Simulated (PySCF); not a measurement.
B3LYP has the VWN-RPA correlation part, as in Gaussian. Excitations are Tamm–Dancoff values on a coarser integration grid. The basis has no diffuse functions, so Rydberg states are missing or too high.

Z-matrix (Å, degrees):
```
B
O 1 1.3424
C 2 1.4863 1 65.46
H 3 1.0845 2 113.16 1 -113.06
H 3 1.0845 4 115.55 2 132.73
B 1 1.6398 2 145.86 3 180.00
H 6 1.1919 1 121.29 2 92.29
H 6 1.1919 7 117.27 1 -175.62
```
Charge 0, multiplicity 1.

What is the computed HOMO, S1 oscillator strength and S1 excitation (TDA) (B3LYP-D3(BJ)/def2-TZVP run with PySCF 2.14.0)?


```yaml
HOMO: -7.75 eV
S1 oscillator strength: 0.088
S1 excitation (TDA): 4.58 eV
```
